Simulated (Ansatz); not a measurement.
C2H6ClFSSi2 (`C=C[SiH](F)S[SiH2]Cl`). Total charge 0; spin multiplicity 1.

```xyz
13

C    -1.7639    0.8003    0.7648
C    -1.3301   -0.3136    0.1797
Si    0.0722   -1.2973    0.8569
F     0.5698   -0.5670    2.1892
S     1.6828   -1.4680   -0.5299
Si    1.7541    0.5351   -1.2383
Cl    0.4632    0.8484   -2.8047
H    -1.3133    1.1767    1.6780
H    -2.5840    1.3823    0.3547
H    -1.8051   -0.6476   -0.7403
H    -0.2742   -2.6921    1.2065
H     1.4035    1.4935   -0.1699
H     3.1249    0.7494   -1.7467
```

Task: Give the diagnostics of a CCSD(T)/def2-TZVPP run (frozen core, Ansatz). (Best estimate.)

Result: The calculation gave: T1 = 0.0115, largest single amplitude 0.012, largest double 0.042, (T) share of the correlation energy 4.1 %, 9 CCSD cycles. The RHF solution is stable towards an unrestricted one. T1 lies under the customary mark of 0.02 for closed shells.
